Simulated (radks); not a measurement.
Values are calculated unless marked as measured or tabulated.
Zr4+, configuration [Kr] (the NIST ground configuration). Code: a radial shooting solver on a logarithmic mesh with Libxc functionals. Model: non-relativistic Kohn-Sham, PBE, spin-polarised, spherical densities, point nucleus; relativity is left out, which matters for an element this heavy.

Normalised radial functions P(r) = r R(r), r in bohr:

```
   r/bohr * 3d, o 4s (the largest magnitude, 1.49, reaches the edge; | marks zero, & curves that meet)
 0.002114                             *o
 0.003104                             *o
 0.004557                             * o
 0.006744                             * o
 0.009901                             *  o
  0.01465                             *   o
  0.02151                             *   o
  0.03184                             |* o
  0.04674                             o*
  0.06862                          o  |  *
   0.1016                       o     |      *
   0.1491                        o    |             *
   0.2207                             |  o                  *
    0.324                             |         o                *
   0.4794                             |     o                 *
   0.7039                    o        |              *
    1.033          o                  |     *
    1.529               o             |*
    2.245                        o    *
    3.323                            o*
```

3d: eigenvalue -220.80 eV, 0 radial nodes, <r> = 0.451 bohr, 90 % of the charge inside 0.724 bohr. 4s: eigenvalue -93.182 eV, 3 radial nodes at r = 0.0493, 0.196, 0.563 bohr, <r> = 1.21 bohr, 90 % of the charge inside 1.76 bohr.
